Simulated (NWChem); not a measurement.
System: C4H6Br2; SMILES C=C(Br)CCBr

Parts of the log:

```
             Northwest Computational Chemistry Package (NWChem) 7.3.0
             --------------------------------------------------------

 C1  symmetry detected

                             Geometry "geometry" -> ""
                             -------------------------

 Output coordinates in angstroms (scale by  1.889725989 to convert to a.u.)

  No.       Tag          Charge          X              Y              Z
 ---- ---------------- ---------- -------------- -------------- --------------
    1 C                    6.0000     1.47467972     0.50365606    -0.77100162
    2 C                    6.0000     0.25627679     0.86283750    -0.37357270
    3 Br                  35.0000    -0.04175900     2.63562716     0.24986535
    4 C                    6.0000    -0.99199454     0.03204947    -0.35536542
    5 C                    6.0000    -0.87576838    -1.38268909    -0.87983267
    6 Br                  35.0000     0.10571270    -2.58120958     0.30084188
    7 H                    1.0000     1.66671766    -0.51964289    -1.10288979
    8 H                    1.0000     2.31294816     1.20151865    -0.75277575
    9 H                    1.0000    -1.75018916     0.54998979    -0.97134865
   10 H                    1.0000    -1.40436243     0.02348237     0.66767651
   11 H                    1.0000    -0.37119133    -1.42421720    -1.85433000
   12 H                    1.0000    -1.87146367    -1.83086972    -0.98245070

 Effective nuclear repulsion energy (a.u.)     616.1310273761

  pbe96 is a nonlocal functional; adding pw91lda local functional.

                                 NWChem DFT Module
                                 -----------------

 Summary of "ao basis" -> "ao basis" (spherical)
 ------------------------------------------------------------------------------
       Tag                 Description            Shells   Functions and Types
 ---------------- ------------------------------  ------  ---------------------
 C                         def2-tzvp                11       31   5s3p2d1f
 Br                        def2-tzvp                16       48   6s5p4d1f
 H                         def2-tzvp                 4        6   3s1p

            General Information
            -------------------
          SCF calculation type: DFT
          Wavefunction type:  closed shell.
          No. of atoms     :    12
          No. of electrons :   100
           Alpha electrons :    50
            Beta electrons :    50
          Charge           :     0
          Spin multiplicity:     1
          Use of symmetry is: off; symmetry adaption is: off
          Maximum number of iterations: 150
          AO basis - number of functions:   256
                     number of shells:   100
          Convergence on energy requested:  1.00D-06
          Convergence on density requested:  1.00D-05
          Convergence on gradient requested:  5.00D-04

              XC Information
              --------------
          PerdewBurkeErnzerhof Exchange Functional  1.000
            Perdew 1991 LDA Correlation Functional  1.000 local
           PerdewBurkeErnz. Correlation Functional  1.000 non-local

             Grid Information
             ----------------
          Grid used for XC integration:  medium
          Radial quadrature: Mura-Knowles
          Angular quadrature: Lebedev.
          Tag              B.-S. Rad. Rad. Pts. Rad. Cut. Ang. Pts.
          ---              ---------- --------- --------- ---------
          C                   0.70       49          12.0       434
          Br                  1.15      112          13.0       590
          H                   0.35       45          13.0       434
          Grid pruning is: on
          Number of quadrature shells:   690
          Spatial weights used:  Erf1

      Superposition of Atomic Density Guess
      -------------------------------------

 Sum of atomic energies:       -5298.48216816

      Non-variational initial energy
      ------------------------------

 Total energy =   -5301.544601
 1-e energy   =   -8597.877630
 2-e energy   =    2680.202002
 HOMO         =      -0.287847
 LUMO         =       0.014363

------------------------------------------------------------
EAF file 0: "./job.aoints.0" size=2585788416 bytes
------------------------------------------------------------
               write      read    awrite     aread      wait
               -----      ----    ------     -----      ----
     calls:     4932         0         0         0         0
   data(b): 2.59e+09  0.00e+00  0.00e+00  0.00e+00
   time(s): 0.00e+00  0.00e+00  0.00e+00  0.00e+00  0.00e+00
rate(mb/s): 0.00e+00  0.00e+00
------------------------------------------------------------

     ---------------------------------------------
      Total Density - Mulliken Population Analysis
     ---------------------------------------------

    Atom       Charge   Shell Charges
 -----------   ------   -------------------------------------------------------
    1 C    6     6.52   0.86  1.12  0.57  0.66  0.13  1.27  1.35  0.50  0.01  0.03  0.01
    2 C    6     5.67   0.86  1.12  0.55  0.59  0.08  1.01  1.16  0.15  0.02  0.12  0.01
    3 Br  35    35.20   2.00  2.00  1.16  0.78  1.01  0.96  6.00  5.94  1.28  2.80  1.22  8.98  1.02 -0.01  0.04  0.00
    4 C    6     6.30   0.86  1.12  0.55  0.65  0.08  1.22  1.35  0.37  0.02  0.08  0.00
    5 C    6     6.10   0.86  1.12  0.53  0.67  0.10  1.07  1.28  0.37  0.02  0.08  0.00
    6 Br  35    35.25   2.00  2.00  1.16  0.78  1.01  0.97  6.00  5.94  1.29  2.82  1.24  8.98  1.02 -0.01  0.04  0.00
    7 H    1     0.82   0.23  0.45  0.12  0.02
    8 H    1     0.83   0.24  0.44  0.13  0.02
    9 H    1     0.82   0.24  0.44  0.13  0.02
   10 H    1     0.83   0.24  0.44  0.13  0.02
   11 H    1     0.83   0.24  0.44  0.12  0.02
   12 H    1     0.83   0.24  0.45  0.12  0.02

   convergence    iter        energy       DeltaE   RMS-Dens  Diis-err
 ---------------- ----- ----------------- --------- --------- ---------
 d= 0,ls=0.0,diis     1  -5303.2962725425 -5.92D+03  5.18D-03  2.02D+00
 d= 0,ls=0.0,diis     2  -5303.1419992907  1.54D-01  4.90D-03  2.17D+00
 d= 0,ls=0.0,diis     3  -5303.2527816907 -1.11D-01  2.40D-03  1.06D+00
 d= 0,ls=0.0,diis     4  -5303.3891034676 -1.36D-01  7.85D-04  7.85D-02
 d= 0,ls=0.0,diis     5  -5303.3971135682 -8.01D-03  3.15D-04  1.39D-02
  Resetting Diis
 d= 0,ls=0.0,diis     6  -5303.3989396999 -1.83D-03  7.05D-05  4.74D-04
 d= 0,ls=0.0,diis     7  -5303.3989871039 -4.74D-05  4.67D-05  5.16D-05
 d= 0,ls=0.0,diis     8  -5303.3989788366  8.27D-06  2.61D-05  1.21D-04
 d= 0,ls=0.0,diis     9  -5303.3989932876 -1.45D-05  4.24D-06  9.08D-07
 d= 0,ls=0.0,diis    10  -5303.3989933880 -1.00D-07  1.18D-06  2.92D-07

         Total DFT energy =    -5303.398993387998
      One electron energy =    -8601.117667712286
           Coulomb energy =     2887.123299297106
    Exchange-Corr. energy =     -205.535652348901
 Nuclear repulsion energy =      616.131027376084

 Numeric. integr. density =       99.999957399412

                       DFT Final Molecular Orbital Analysis
                       ------------------------------------

 Vector   48  Occ=2.000000D+00  E=-2.504345D-01
              MO Center=  4.2D-02, -2.1D+00,  1.5D-01, r^2= 3.5D+00
   Bfn.  Coefficient  Atom+Function         Bfn.  Coefficient  Atom+Function
  ----- ------------  ---------------      ----- ------------  ---------------
   188      0.404406   6 Br px              182     -0.285033   6 Br px
   191      0.270442   6 Br px              185      0.262388   6 Br px
   190     -0.237948   6 Br pz              184      0.167732   6 Br pz
   193     -0.158285   6 Br pz              187     -0.154370   6 Br pz
    80     -0.094659   3 Br pz              247     -0.093585  11 H  s

 Vector   49  Occ=2.000000D+00  E=-2.500443D-01
              MO Center=  6.6D-03, -1.6D+00,  1.9D-01, r^2= 5.4D+00
   Bfn.  Coefficient  Atom+Function         Bfn.  Coefficient  Atom+Function
  ----- ------------  ---------------      ----- ------------  ---------------
   189      0.347002   6 Br py              190      0.280300   6 Br pz
   183     -0.241907   6 Br py              192      0.229348   6 Br py
   186      0.221802   6 Br py              184     -0.198350   6 Br pz
   193      0.184940   6 Br pz              187      0.183014   6 Br pz
    78      0.171118   3 Br px               72     -0.119292   3 Br px

 Vector   50  Occ=2.000000D+00  E=-2.269240D-01
              MO Center=  4.7D-01,  1.1D+00, -2.2D-01, r^2= 4.5D+00
   Bfn.  Coefficient  Atom+Function         Bfn.  Coefficient  Atom+Function
  ----- ------------  ---------------      ----- ------------  ---------------
    80      0.310257   3 Br pz                8     -0.235428   1 C  pz
    83      0.219724   3 Br pz               74     -0.216794   3 Br pz
    11     -0.207977   1 C  pz               77      0.202038   3 Br pz
    39     -0.183514   2 C  pz               42     -0.160560   2 C  pz
    14     -0.138672   1 C  pz              188      0.135097   6 Br px

 Vector   51  Occ=0.000000D+00  E=-4.901313D-02
              MO Center=  5.1D-01,  4.6D-02, -4.7D-01, r^2= 4.9D+00
   Bfn.  Coefficient  Atom+Function         Bfn.  Coefficient  Atom+Function
  ----- ------------  ---------------      ----- ------------  ---------------
   146      0.682792   5 C  s                45     -0.448446   2 C  pz
    14      0.430646   1 C  pz              178     -0.329723   6 Br s
   235     -0.319997   9 H  s                39     -0.262805   2 C  pz
     8      0.241670   1 C  pz               42     -0.231327   2 C  pz
    11      0.217105   1 C  pz              123      0.202839   4 C  py

[...]
```

Level: PBE/def2-TZVP. The geometry was optimised at PBE0/def2-SVP. No frequency run checked for a minimum.

**Question.** Reconstruct the input file.

**Answer.** This is not unique; one that fits is the input that was run:
```
start job
memory heap 200 mb stack 900 mb global 1100 mb
geometry units angstroms noautoz
  C      1.388289     0.470892    -0.908877
  C      0.209186     0.840861    -0.414604
  Br    -0.023912     2.618288     0.223128
  C     -1.039378     0.019646    -0.290445
  C     -0.976770    -1.397976    -0.816266
  Br     0.089460    -2.599278     0.285449
  H      1.545068    -0.555126    -1.250749
  H      2.230263     1.162440    -0.962538
  H     -1.841731     0.540909    -0.844585
  H     -1.366573     0.018213     0.762967
  H     -0.554063    -1.447146    -1.828624
  H     -1.980745    -1.838987    -0.834946
end
basis spherical
  C library def2-tzvp
  Br library def2-tzvp
  H library def2-tzvp
end
dft
  xc xpbe96 cpbe96
  iterations 150
  semidirect filesize 400000000
  mulliken
end
task dft energy
```
